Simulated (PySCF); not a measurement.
# Bond length, frequency and bond energy of TaCl⁺ by level of theory

State: ⁴Σ⁻ (quartet), unpaired electrons σ ↑, δ ↑↑. Set-up: PySCF, scalar-relativistic core potentials, basis sets Ta def2-TZVPPD with ECP60, Cl def2-TZVPPD. De refers to Ta⁺ (5d3 6s1) + Cl in their high-spin ground configurations, without counterpoise correction. The functionals are run spin-unrestricted. A positive dipole points towards Cl; it is taken about the centre of mass and depends on that origin.

| Level | Re (Å) | ωe (cm⁻¹) | De (eV) | μ (D) |
| --- | --- | --- | --- | --- |
| UHF | 2.212 | 456 | n/a | -4.57 |
| UHF-MP2 | 2.156 | 496 | n/a | n/a |
| UHF-SCS-MP2 | 2.170 | 485 | n/a | n/a |
| UHF-CCSD | 2.176 | 480 | 4.23 | n/a |
| UHF-CCSD(T) | 2.176 | 479 | 4.50 | n/a |
| PBE | 2.171 | 468 | n/a | -2.14 |
| PBEsol | 2.155 | 480 | n/a | -2.01 |
| TPSS | 2.177 | 468 | n/a | -2.49 |
| r²SCAN | 2.172 | 474 | n/a | -2.67 |
| PBE0 | 2.163 | 480 | n/a | -2.76 |
| B97-3 | 2.176 | 469 | n/a | -2.89 |
| M06-2X | 2.173 | 470 | n/a | -3.03 |
| LC-ωPBE | 2.162 | 486 | n/a | -3.45 |
| B2PLYP | 2.175 | 475 | n/a | -3.43 |

The bond length runs from 2.155 Å (PBEsol) to 2.212 Å (UHF).

Correlated steps freeze 5 core orbitals. De is left out where the level can put another filling of the metal’s s and d shells below the measured ground configuration, by anything from nothing to about 1 eV. Spin–orbit coupling is left out, which matters for elements this heavy, above all for dissociation energies. For an ion De counts to the pair picked by the measured ionisation energies or electron affinities, which need not be the lowest pair at this level. B2PLYP dipoles, levels and charges come from its SCF part alone. The state is the lowest single determinant that the PBE0 search found; with open d or f shells the true ground state can be another one.

The whole job (state search and all levels along the bond) took about 26 min on 2 threads of Arm Neoverse V1 (shared host), peak memory 6.3 GiB.
